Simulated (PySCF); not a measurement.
# Löwdin shares of the frontier orbitals

Species: In(H2O)H3.
Geometry (PBE0-D3(BJ)/def2-SVP, Å), atoms numbered from 1 in this order:
```xyz
7
H5InO angstrom
In     0.0761   -0.1091   -1.0817
O      0.0842   -0.1114    1.3314
H     -0.8037   -0.1887    1.7016
H      0.4520    0.6957    1.7120
H      1.8038   -0.0792   -1.2514
H     -0.8055    1.3931   -1.2063
H     -0.8069   -1.6006   -1.2056
```

Computed, not measured: TDDFT CAM-B3LYP/def2-SVPD, vertical, gas phase, core orbitals frozen in the response, def2 core potentials past Kr (PySCF). Spin–orbit coupling is left out.

Kohn–Sham orbitals with the atoms that hold most of them (Löwdin shares over 4%, at most four atoms; ? is withheld):

| orbital | ε (eV) | atoms |
| --- | --- | --- |
| HOMO-3 | -13.24 | O2 62%, In1 14%, H6 6%, H4 5% |
| HOMO-2 | -11.87 | O2 39%, In1 28%, H5 10%, H7 10% |
| HOMO-1 | -8.94 | In1 41%, H7 29%, H5 26% |
| HOMO | -8.85 | ? |
| LUMO | -0.32 | ? |
| LUMO+1 | 0.83 | In1 79%, O2 6%, H6 4%, H5 4% |
| LUMO+2 | 1.35 | In1 53%, O2 10%, H6 10%, H7 10% |

(1) Give the leading atoms of the LUMO.

(2) Give the leading atoms of the HOMO.

(3) How does S1 compare with the orbital gap of 8.52 eV?

(4) One configuration dominates each of S1, S2, S3 and S4. Which, and how do the shares of the two leading atoms of either orbital change from the occupied to the empty one?

Answers

(1) In1 (bonded to O and 3 H) 43%; O2 (bonded to In and 2 H) 23%; H4 (bonded to O) 11%; H3 (bonded to O) 11%. By element: indium 43%, oxygen 23%, hydrogen 21% or more.

(2) In1 (bonded to O and 3 H) 41%; H6 (bonded to In) 36%; H5 (bonded to In) 11%; H7 (bonded to In) 9%. By element: hydrogen 56% or more, indium 41%.

(3) S1 is at 5.51 eV (f = 0.0038), 3.02 eV below the gap, made of HOMO→LUMO (89%). Without the coupling terms of the response equations the lowest excitation would equal the gap.

(4) 
- S1 (5.51 eV, f 0.0038), HOMO→LUMO (89%): In1 41% → 43%, H6 36% → at most 11%, O2 at most 3% → 23%
- S2 (5.67 eV, f 0.0073), HOMO-1→LUMO (86%): In1 41% → 43%, H7 29% → at most 11%, O2 at most 4% → 23%
- S3 (6.92 eV, f 0.075), HOMO→LUMO+1 (89%): In1 41% → 79%, H6 36% → 4%, O2 at most 3% → 6%
- S4 (7.05 eV, f 0.100), HOMO-1→LUMO+1 (87%): In1 41% → 79%, H7 29% → at most 5%, O2 at most 4% → 6%

Löwdin shares depend on the basis, the more so with diffuse functions.
